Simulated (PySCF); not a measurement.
Species: C8H7O (doublet state).
Geometry (GFN2-xTB, Å), atoms numbered from 1 in this order:
```
atom  x, y, z in Å
C1     1.0312    2.2119    0.8057
C2     1.1364    0.9890    0.3519
C3     2.3456    0.2398    0.0431
C4     2.0007   -0.9875   -0.4081
C5     0.5715   -1.1045   -0.4124
C6     0.0154    0.0553    0.0342
C7    -1.3699    0.4402    0.2223
C8    -2.3959   -0.5889   -0.2021
O9    -1.6948    1.5157    0.6852
H10    0.2313    2.8717    1.0568
H11    3.3326    0.6428    0.1670
H12    2.6714   -1.7684   -0.7185
H13    0.0438   -1.9898   -0.7220
H14   -3.3941   -0.1934   -0.0359
H15   -2.2678   -0.8251   -1.2557
H16   -2.2650   -1.4998    0.3772
```

The hyperfine couplings belong to this conformer and change with its torsions.

Identity: `[H]/[C]=C1/C=CC=C1C(C)=O` [radical].

The calculation used PySCF 2.14.0, UKS B3LYP, pcH-1 on C H O, non-relativistic, mean-field spin-orbit, GIAO. The structure is a single GFN2-xTB conformer in the gas phase; no vibrational or solvent corrections. The geometry wasn't refined by DFT: couplings that depend on bond lengths, twists or pyramidal angles can differ widely from those at the functional's own minimum. The SCF solution wasn't tested for stability.

(1) What is the g tensor, term by term?

(2) At 94.254 GHz, how far is the centre of the isotropic spectrum from where a free electron (g = 2.002319) resonates?

(3) What effective moment and Curie constant follow for a powder?

(4) What are the electron Larmor frequencies g μB B/h along the three axes at 1200 mT?

(5) In a frozen sample, at which fields do the three g values resonate at 9.5, 34, 94 and 263 GHz (hyperfine left aside), and which band first spreads them over more than twice a line width of 1.0 mT?

Results:

(1) 
| Δg (ppm) | 1 | 2 | 3 |
| --- | --- | --- | --- |
| relativistic mass correction | -164 | -164 | -164 |
| gauge correction | 40 | 9 | -51 |
| orbital Zeeman/spin–orbit | -1345 | -23 | 1147 |
| total | -1469 | -178 | 932 |

So g = 2.00085, 2.00214, 2.00325 and g_iso = 2.00208; the tensor is rhombic: the two nearest values differ by 46 % of g3 − g1. Axes: g2 points within 8° of the C2–C6 bond.

(2) B = hν/(g μB) with μB/h = 13.99624 MHz/mT gives 3363.22 mT for the free electron and 3363.62 mT at g_iso, 0.40 mT higher.

(3) With the mean of g² = 4.0083 and S(S+1) = 0.75: μ_eff = √(⟨g²⟩S(S+1)) = 1.734 μB and χT = 0.12505·⟨g²⟩·S(S+1) = 0.376 cm³ K/mol (cgs; spin-Hamiltonian part alone).

(4) 33.6053, 33.6270, 33.6456 GHz for g1, g2 and g3, a range of 40.3 MHz.

(5) 
```csv
band,GHz,B(g3) mT,B(g2) mT,B(g1) mT,spread mT
X,9.5,338.83,339.01,339.23,0.41
Q,34.0,1212.64,1213.31,1214.10,1.45
W,94.0,3352.59,3354.45,3356.62,4.02
J,263.0,9380.13,9385.33,9391.38,11.25
```

The spread grows in proportion to the frequency. W band is the first where it exceeds 2.0 mT.

The Mulliken spin populations are largest on C1 (+1.05), C2 (-0.17) and C6 (+0.09). No atom but C1 exceeds +0.15.

The HOMO–LUMO gaps are 3.70 eV among the α and 4.00 eV among the β orbitals.

Hardware: one thread, Arm Neoverse V2 (aarch64), shared host with 96 logical CPUs at a one-minute load of 33. Cost: 90 s (with the writing of density and orbital grids), 1.1 GiB resident at most.
